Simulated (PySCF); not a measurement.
Y(OH)3 (H3O3Y), SMILES [OH][Y]([OH])[OH].

Coordinates come from a PBE0-D3(BJ)/def2-SVP optimisation. The def2 effective core potentials stand for the cores of Y; spin–orbit coupling is left out. The values are those of a single conformer.

Two levels are set side by side: PBE/def2-TZVPD (PySCF) and B3LYP/def2-TZVPD (PySCF). Same geometry, gas phase. Differences are taken from unrounded values.

```csv
quantity,B3LYP,PBE,PBE minus B3LYP
orbital gap (eV),5.99,4.21,-1.79
highest occupied level (eV),-7.74,-6.37,1.37
lowest empty level (eV),-1.75,-2.16,-0.41
mean polarisability (bohr³),50.8,54.8,4.0
```

PBE's occupied levels lie high since its potential decays too fast outside the molecule; exact exchange lowers them and widens the gap. PBE's more diffuse valence density responds more strongly to a field. Differences between two approximate levels are no errors against the true value.

Rough cost on one machine, each run with all the roots and properties that it gave: B3LYP against PBE within a factor of 2.
